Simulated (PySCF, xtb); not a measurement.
CCl, SMILES [C]Cl (connectivity only; charge and spin as stated), neutral, multiplicity 2.

The structure is a stationary point at r2SCAN-D4/def2-TZVPD.

Level of theory: C-PCM-PBE0/def2-TZVPD in PySCF 2.14.0.

The values are the electrostatic part of the solvation free energy, E(continuum) − E(gas) at the gas-phase geometry, in a cavity of scaled van der Waals radii (PySCF's table); cavitation and dispersion terms are not included. The dipole moment in vacuum is 1.44 D.

Question: Estimate the values in water (ε = 78.36), 1-octanol (ε = 9.86), dichloromethane (ε = 8.93). (Estimate from the structure and the level; the computed values follow.)

Answer: 
```csv
solvent,ε,ΔG(elec) (kcal/mol),dipole (D)
water,78.36,-1.5,1.92
1-octanol,9.86,-1.3,1.86
dichloromethane,8.93,-1.3,1.86
```

For comparison, GFN2-xTB/ALPB(water) (xtb, at the GFN2-xTB geometry, all terms of that model) gives -0.5 kcal/mol.
